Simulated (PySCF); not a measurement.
What settings do to a single point of Tl(SH)

The sound run of Tl(SH) (singlet) uses PySCF 2.14.0, RKS BP86, Tl def2-SVP with ECP60, S def2-SVP, H def2-SVP; non-relativistic Hamiltonian with scalar-relativistic core potentials where named; density fitting; no spin-orbit coupling, grid (50, 194), threshold 1e-8 Eh and 55 cycles, at the relaxed geometry:

```xyz
3

Tl    0.0989    0.0000   -0.1784
S    -0.0890    0.0000    2.4445
H     1.2736    0.0000    2.5446
```

There Tl1 has a Mulliken charge of 0.28 e and the dipole about the centre of mass is 3.09 D. Each run below changes one thing and starts from free metal ions and neutral atoms unless it says otherwise; with 55 cycles, smearing, a level shift and second-order steps follow where DIIS fails, and their cycles count. Energy shifts count from the sound run.

```tsv
change	outcome	cycles	energy shift (eV)	largest force component (eV/Å)	charge on Tl1 (e)	dipole about the centre of mass (D)
threshold 1e-06	converged	10	0.0000	0.00	0.28	3.10
```

(1) One further run converged with energy shift (eV) 0.49, largest force component (eV/Å) 2.65, charge on Tl1 (e) 0.34, dipole about the centre of mass (D) 4.53. Which change was it?
A. start from the bare core Hamiltonian, limit 65 cycles
B. all coordinates × 1.12
C. charge changed by +5, spin kept, limit 69 cycles

(2) And the other changes listed?

Forces carry noise of the integration grid, about 0.01 to 0.03 eV/Å.

Results:

(1) B.

(2) 
```
                                               change    outcome  cycles  energy shift (eV)  largest force component (eV/Å)  charge on Tl1 (e)  dipole about the centre of mass (D)
     charge changed by +5, spin kept, limit 69 cycles    refused       –                  –                               –                  –                                    –
start from the bare core Hamiltonian, limit 65 cycles  converged      12             0.0000                            0.00               0.28                                 3.09
```
